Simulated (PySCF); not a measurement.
Computed shifts of a molecule CH7BO2Si, B3LYP/pcSseg-1 (PySCF), GIAO, gas phase, atoms alike by connectivity averaged where their shifts nearly agree, in ppm (number of nuclei): ¹H: 4.60 (1), 4.06 (3), 3.50 (3). ¹³C: 60.1 (1). ²⁹Si: -116.6 (1). References: ¹¹B against BF3 (σ = 86.3 ppm); ¹⁷O against H2O (σ = 333.8 ppm); ¹H against TMS (σ = 31.68 ppm); ¹³C against TMS (σ = 181.3 ppm); ²⁹Si against TMS (σ = 338.7 ppm), references at their B3LYP-D3(BJ)/def2-TZVP geometries, non-relativistic. Coordinates come from a B3LYP-D3(BJ)/def2-SVP optimisation. The values are those of a single conformer.

Q: Which molecule gave these data?
A) COB(O)[SiH3]
B) COBO[SiH3]
C) CB(O)O[SiH3]
D) C[SiH2]B(O)O

A: A, COB(O)[SiH3]
